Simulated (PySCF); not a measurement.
Indirect couplings

Geometry (Å), atoms numbered from 1 in this order:
```xyz
10

As   -0.303   -0.517    1.004
C     1.379   -0.576   -0.018
H     1.982    0.306    0.245
H     1.206   -0.583   -1.104
H     1.947   -1.474    0.264
C    -1.182    0.914   -0.023
H    -2.249    0.949    0.240
H    -1.081    0.769   -1.108
H    -0.730    1.877    0.255
H    -0.969   -1.665    0.246
```

Method: B3LYP/pcJ-1 (pcSseg-1 on As) (without the spin–dipole term)//PBE0-D3(BJ)/def2-SVP, PySCF 2.14; isolated molecule, single conformer, non-relativistic. Couplings are averaged over pairs made equivalent by symmetry, fast rotation or ring inversion, so a value needn't be that of the named pair in this geometry, while other rotamers aren't included; one pair stands for each set, and the list holds those of at least 1.5 Hz over up to four bonds.

Isotopes: 13C, 1H.

| pair | bonds | J (Hz) |
| --- | --- | --- |
| C2, H3 | 1 | ? |
| H3, H4 | 2 | -12.5 |
| C2, H7 | 3 | ? |
| H3, H10 | 3 | 7.5 |

**Question.** Estimate the withheld couplings, with signs.

**Answer.** 
- 1J(C2,H3) = 140.2 Hz (bond length 1.100 Å)
- 3J(C2,H7) = 4.8 Hz (mean over equivalent pairs that range from 0.2 to 9.5 Hz in this conformer)

Relativistic effects of the heavier atoms present are left out.
